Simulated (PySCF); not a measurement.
GaBr3, SMILES [Br][Ga]([Br])[Br].

Geometry: B3LYP-D3(BJ)/def2-SVP. The isomer is the one that the SMILES or the coordinates give; other isomers of the formula were not compared.

The numbers are results of TDDFT-PBE/def2-SVPD (PySCF), not measurements.

Vertical excitations; the highest root listed may be one member of a degenerate set. Gas-phase values at a fixed geometry. State labels are in the subgroup C2v.

Problem. Estimate the UV-visible absorptions. (Estimate from the structure and the level; the computed values follow.)

Solution. 
```csv
state,symmetry,energy (eV),λ (nm),f,main pairs
S1,B1,4.18,297,0.000,HOMO→LUMO 100 %
S2,A2,4.49,276,0.000,HOMO−1→LUMO (degenerate set)
S3,B2,4.49,276,0.000,HOMO−2→LUMO (degenerate set)
S4,B1,4.62,268,0.029,HOMO−3→LUMO (degenerate set)
S5,A1,4.62,268,0.029,HOMO−4→LUMO (degenerate set)
S6,A2,4.85,256,0.000,HOMO→LUMO+1 100 %
S7,B2,5.19,239,0.021,HOMO−5→LUMO 100 %
S8,B2,5.22,237,0.000,HOMO−4→LUMO+1 (degenerate set)
S9,A2,5.22,237,0.000,HOMO−3→LUMO+1 (degenerate set)
S10,B1,5.45,227,0.046,HOMO−1→LUMO+1 87 %
T1,B1,3.90,318,0,HOMO→LUMO 100 %
T2,A2,4.24,293,0,HOMO−1→LUMO (degenerate set)
T3,B2,4.24,293,0,HOMO−2→LUMO (degenerate set)
T4,A1,4.26,291,0,HOMO−4→LUMO 100 %
```
Triplets are in the Tamm–Dancoff approximation, which puts them higher than full response would, so one can lie above its singlet here.
